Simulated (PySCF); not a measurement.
C3H7BClP.
Bonds: C1–C2 (double), C2–Cl3, C2–C4, C4–B5, B5–P6. Hydrogens: H7, H8 on C1; H9, H10 on C4; H11 on B5; H12, H13 on P6.

Method: PySCF, PBE0-D3(BJ)/def2-SVP geometry optimisation, gas phase; density fitting, grid level 1; the optimiser is geomeTRIC in internal coordinates, started from a GFN2-xTB structure with every atom displaced at random (about 0.01 Å).

Step 0: E = -25689.9450 eV
```
atom  x, y, z in Å  |  force x, y, z in eV/Å
C1     -1.8625   -0.9192    0.6792   -0.642   0.670  -1.343
C2     -0.8867   -0.0741    0.9222    1.104   0.853  -0.289
Cl3     0.0271   -0.2392    2.3763    0.124  -0.023   0.824
C4     -0.3456    1.0201    0.0314   -1.153  -0.680   0.574
B5      1.1074    0.8272   -0.4921   -0.485  -0.333   0.664
P6      2.2142   -0.5059    0.1633    0.625   0.503   0.604
H7     -2.4453   -0.8023   -0.2314   -0.069  -0.029  -0.219
H8     -2.1550   -1.6674    1.3523   -0.375  -1.247   1.146
H9     -1.0645    1.1374   -0.7902    0.065   0.142  -0.369
H10    -0.4215    1.9629    0.5940    0.208   0.282   0.009
H11     1.5549    1.6615   -1.1647    0.541   0.825  -0.812
H12     1.3917   -1.6095    0.1291   -0.711  -0.812   0.191
H13     2.8949   -0.8081   -0.9919    0.768  -0.152  -0.980
```

Step 1: E = -25690.1857 eV
```
atom  x, y, z in Å  |  force x, y, z in eV/Å
C1     -1.9349   -0.8948    0.6837   -0.163  -0.101   0.196
C2     -0.9341   -0.0621    0.9634    0.267  -0.117   0.047
Cl3    -0.1152   -0.2147    2.5095   -0.036   0.084  -0.161
C4     -0.3597    0.9889    0.0679   -0.131  -0.175   0.211
B5      1.1125    0.8060   -0.4706   -0.035   0.174   0.101
P6      2.3373   -0.5021    0.0918   -0.077  -0.178  -0.136
H7     -2.4691   -0.8081   -0.2621   -0.006  -0.004  -0.119
H8     -2.2651   -1.6556    1.3990    0.055   0.101  -0.104
H9     -1.0285    1.1128   -0.8006    0.029   0.044  -0.102
H10    -0.3982    1.9627    0.5914    0.091   0.082  -0.034
H11     1.5463    1.6799   -1.1861   -0.012   0.001  -0.056
H12     1.5091   -1.6602    0.1282    0.054   0.024   0.083
H13     3.0087   -0.7692   -1.1382   -0.035   0.064   0.074
```

Question: Estimate the geometry and energy of step 2. (The exact step hangs on the optimiser's Hessian estimate; all steps are aligned on step 1, rigid shifts and turns removed.)

Answer: E = -25690.1922 eV, largest force 0.157 eV/Å
```
atom  x, y, z in Å  |  force x, y, z in eV/Å
C1     -1.9118   -0.9059    0.6707    0.012  -0.021   0.105
C2     -0.9099   -0.0757    0.9610    0.096   0.069  -0.025
Cl3    -0.0635   -0.2000    2.4888   -0.143  -0.056  -0.032
C4     -0.3615    0.9944    0.0776   -0.123   0.034  -0.029
B5      1.1030    0.8272   -0.4723    0.021  -0.027   0.089
P6      2.2969   -0.5061    0.1023    0.054  -0.018  -0.118
H7     -2.4275   -0.8106   -0.2880    0.004  -0.006   0.018
H8     -2.2413   -1.6780    1.3679    0.015  -0.001  -0.013
H9     -1.0296    1.1270   -0.7927    0.027   0.025  -0.023
H10    -0.3906    1.9691    0.6036    0.015   0.004   0.002
H11     1.5358    1.6907   -1.2027   -0.006  -0.027  -0.003
H12     1.4581   -1.6513    0.1881    0.015   0.025   0.016
H13     2.9510   -0.7975   -1.1269    0.012  -0.002   0.014
```

The energy changes by -0.0065 eV. The first-order estimate −F·Δx gives -0.0233 eV and the mean of the old and new forces, exact on a quadratic surface, -0.0064 eV. The step makes an angle of 77° with the force vector and moves no atom by more than 0.079 Å.

The cost below is that of the whole optimisation. The run took 60 s of wall time on an Arm Neoverse V1 with one thread, shared host with 32 logical CPUs at a one-minute load of 28, and the process peaked at 0.49 GiB of memory.
